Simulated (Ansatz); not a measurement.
Cd2O2⁺. The state is a quartet with charge 1. Geometry r2SCAN-D4/def2-TZVP; atoms count from 1.

| atom | x (Å) | y (Å) | z (Å) |
| --- | --- | --- | --- |
| Cd1 | -1.8321 | -0.2436 | 2.9449 |
| Cd2 | 0.4498 | 0.2766 | 1.3247 |
| O3 | 0.6255 | -0.1037 | -2.7277 |
| O4 | 0.7569 | 0.0706 | -1.5420 |

In the def2 sets Cd takes a core potential; there is no spin–orbit coupling. The structure holds one bond between oxygen atoms, so isomers without such links may lie far lower. In the quartet geometry the species has come apart into loosely held pieces. The structure comes from a short search, and lower isomers may exist.

Q: Estimate the Mulliken populations from the PBE0/def2-TZVP orbitals of Ansatz.

A: 
| atom | charge (e) | spin (α − β) | d electrons |
| --- | --- | --- | --- |
| Cd1 | 0.48 | 0.50 | 9.99 |
| Cd2 | 0.49 | 0.50 | 10.00 |
| O3 | 0.07 | 1.08 | – |
| O4 | -0.04 | 0.92 | – |
Mulliken values and Mayer orders depend strongly on the basis.

Q: Where does the spin sit?

A: Summed by element: Cd 1.00, O 2.00, of 3 unpaired in all. Largest on single atoms: O3 1.08, O4 0.92, Cd2 0.50.

Q: And the Mayer bond orders between bonded heavy atoms (over 0.3)?

A: Cd1–Cd2 0.72 (2.85 Å); O3–O4 1.84 (1.21 Å).
